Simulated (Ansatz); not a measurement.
Br4Sn, singlet, at a GFN2-xTB geometry (such geometries of metal compounds can be far from the true shape) (core potentials on Sn).

Here is a job for Ansatz (an electronic-structure program).
Ansatz 0.2 input:
```yaml
crystal:
  periodic: [false, false, false]
  atoms:
    - {symbol: Br, position_ang: [-0.91186099, 2.25519566, -0.77092607]}
    - {symbol: Sn, position_ang: [-0.00000000, 0.00000000, 0.00000000]}
    - {symbol: Br, position_ang: [-1.75646102, -1.80817005, -0.39634669]}
    - {symbol: Br, position_ang: [0.55773232, 0.11338300, 2.48752968]}
    - {symbol: Br, position_ang: [2.11058968, -0.56040861, -1.32025692]}
basis:
  gaussian:
    orbitals: def2-SVP
hamiltonian:
  xc: hf
```

Problem. What is the computed total energy (HF/def2-SVP run with Ansatz)?

Solution. -10501.9425 Eh

Problem. Estimate the number of basis functions that HF/def2-SVP returns for this input.

Solution. 154
